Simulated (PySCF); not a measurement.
**Ta: excitation energy**

Ta [Xe] 4f14 5d3 6s2 (4F) → Ta [Xe] 4f14 5d3 6s1 6p1 (high-spin determinant), as a difference of total energies. Calculation: PySCF 2.14, in aug-cc-pwCVDZ-PP with ECP60MDF (6s6p5d3f, 70 functions); scalar relativity through the core potential. Correlated levels: valence: 5s2 5p6 frozen; valence and next inner shell: nothing frozen outside the core potential. The calculations carry no spin-orbit coupling.

```csv
method,excitation energy (eV)
UHF,1.146
LDA,2.802
PBE,2.510
PBE0,2.316
r2SCAN,2.081
wB97X-V,2.558
CAM-B3LYP,2.731
PW91,2.515
r2SCANh,2.084
MP2 (valence),2.107
SCS-MP2 (valence),2.434
MP2 (valence and next inner shell),2.397
SCS-MP2 (valence and next inner shell),2.613
```

Task: How much does correlation contribute at MP2 (valence and next inner shell)?

Result: 2.397 − (1.146) = 1.251 eV, measured against UHF.

The determinant of the upper state mixes LS terms, which raises its energy above the lowest term, most at the Hartree-Fock and MP2 levels.
